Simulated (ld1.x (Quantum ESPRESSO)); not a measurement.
# What one change does to a pseudopotential (Ge, PAW)

- Element: germanium (Ge)
- Generator: ld1.x (Quantum ESPRESSO) 7.5
- Type: PAW
- Functional: LDA (PZ)
- Relativity: scalar-relativistic
- Frozen core: [Ar]
- Valence charge: 14
- Reference configuration: 3d10 4s2 4p2
- Partial waves: 4s (bound): rcut 1.40, rcutus 1.75 bohr; 4s channel at 1.5 Ry: rcut 1.40, rcutus 1.75 bohr; 4p (bound): rcut 1.50, rcutus 2.00 bohr; 4p channel at 2.05 Ry: rcut 1.50, rcutus 2.00 bohr; 3d (bound): rcut 1.00, rcutus 1.35 bohr; 3d channel at 0.8 Ry: rcut 1.00, rcutus 1.35 bohr
- Local potential: all-electron potential smoothed inside 1.45 bohr (lloc = -1)
- Core correction: Bessel-smoothed model core inside 1.10 bohr
- Augmentation charge: PSQ, inside the norm-conserving radii

Change: core [Ne] 3s2, valence charge 20; reference 3p6 3d10 4s1.75 4p2.25; waves now 4s (bound): rcut 1.45, rcutus 2.00 bohr; 4s channel at 1.5 Ry: rcut 1.45, rcutus 2.00 bohr; 3p (bound): rcut 0.90, rcutus 1.00 bohr; 4p (bound): rcut 0.90, rcutus 1.00 bohr; 3d (bound): rcut 0.95, rcutus 1.05 bohr; 3d channel at 0.8 Ry: rcut 0.95, rcutus 1.05 bohr; local potential all-electron potential smoothed inside 1.00 bohr (lloc = -2); core correction a·sin(br)/r model core inside 0.55 bohr.

Cutoffs: the cutoffs (Ry, on a coarse ladder) from which the occupation-weighted sum of valence levels, in a spherical-Bessel basis at the reference potential, stays within 10 and 1 mRy of its value at 400 Ry; they do not see the model core or the augmentation charge, which bear on the density cutoff. Errors are all-electron minus pseudo energies relative to the spin-unpolarised reference configuration.

**Question.** What does the change do?

**Answer.** The potential gets harder (60 Ry and 110 Ry → 140 Ry and 230 Ry); the number of tests that count goes from 8 to 9; neither file shows a bound ghost at the reference potential, the only one tested. The added semicore shells are compact, so their waves need more plane waves. Several settings change at once here, so the effects cannot be laid on one of them.

| quantity | base | changed |
| --- | --- | --- |
| cutoff, loose | 60 Ry | 140 Ry |
| cutoff, tight | 110 Ry | 230 Ry |
| loose cutoff by channel (10 mRy a level) | s 8 Ry, p 6 Ry, d 50 Ry | s 6 Ry, p 100 Ry, d 90 Ry |
| bound ghosts | none | none |
| tests counted (converged, no solver errors) | 8 of 9 | 9 of 9 |
| s: phases at 2.21 bohr within 0.05 rad from the reference energy up to (Ry; the scan ends near 5) | 4.9 | n/a |
| p: phases at 2.21 bohr within 0.05 rad from the reference energy up to (Ry; the scan ends near 5) | to the end of the scan | n/a |
| d: phases at 2.21 bohr within 0.05 rad from the reference energy up to (Ry; the scan ends near 5) | to the end of the scan | to the end of the scan |
| lowest overlap eigenvalue by channel | s 0.39, p 0.58, d 0.13 | s 0.33, p 0.14, d 0.91 |

Base: Tests not counted: 3d10 4s0 4p0 (solver errors, printed error -1713 eV).
